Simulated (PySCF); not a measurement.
**How methods differ on the ionisation energy of Sn⁺**

Sn⁺ [Kr] 4d10 5s2 5p1 (2P) → Sn²⁺ [Kr] 4d10 5s2 (1S), as a difference of total energies. All numbers are calculated (PySCF 2.14, scalar relativity by spin-free X2C-1e, in aug-cc-pwCVTZ-DK3 (10s9p7d4f1g, 109 functions)). Correlated levels: valence: [Kr] 4d10 frozen. The calculations carry no spin-orbit coupling.

| method | ionisation energy (eV) |
| --- | --- |
| UHF | 13.752 |
| MP2 (valence) | 13.965 |
| SCS-MP2 (valence) | 13.954 |
| CCSD (valence) | 14.027 |
| CCSD(T) (valence) | 14.046 |

Question: How much does correlation contribute at CCSD(T) (valence)?

Answer: 14.046 − (13.752) = 0.294 eV, measured against UHF.

Errors of the correlated levels include the incompleteness of this basis and the frozen core.

For comparison: 14.282 eV (measured; NIST levels, between the centres of gravity of the two terms).
